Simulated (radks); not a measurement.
Values are calculated unless marked as measured or tabulated.
Question: Ionisation of Rb, [Kr] 5s1, to Rb+, [Kr], under several functionals. Scalar-relativistic Kohn-Sham, spin-polarised, spherical densities, finite nucleus; open shells are filled with parallel spins first (spin-orbit coupling, left out, can overturn this in heavy ions); a radial shooting solver on a logarithmic mesh with Libxc functionals. Known Delta-SCF values: PBE 4.290 eV. What does BP86 give, and what is its highest occupied eigenvalue?

Answer: 4.343 eV by Delta-SCF; the 5s eigenvalue is -2.567 eV. NIST: 4.177 eV (measured).
